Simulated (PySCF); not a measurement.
# Ionisation energy of Cd by level of theory

Cd [Kr] 4d10 5s2 (1S) → Cd⁺ [Kr] 4d10 5s1 (2S), as a difference of total energies. Calculation: PySCF 2.14, in x2c-QZVPPall with one added diffuse shell each of s, p, d, f, g type (14s9p8d5f3g, 143 functions); the spin-free X2C one-electron Hamiltonian (Gaussian nucleus). Correlated levels: valence: [Kr] frozen; valence and next inner shell: [Ar] 3d10 frozen. The calculations carry no spin-orbit coupling.

Problem. Order these methods by the ionisation energy they give, lowest first.
A. r2SCAN
B. PBE0
C. UHF
D. SCS-MP2 (valence)

Solution. C (7.331 eV), B (8.762 eV), A (8.850 eV), D (8.890 eV).

For comparison: 8.994 eV (measured; NIST Atomic Spectra Database, ionization energies).
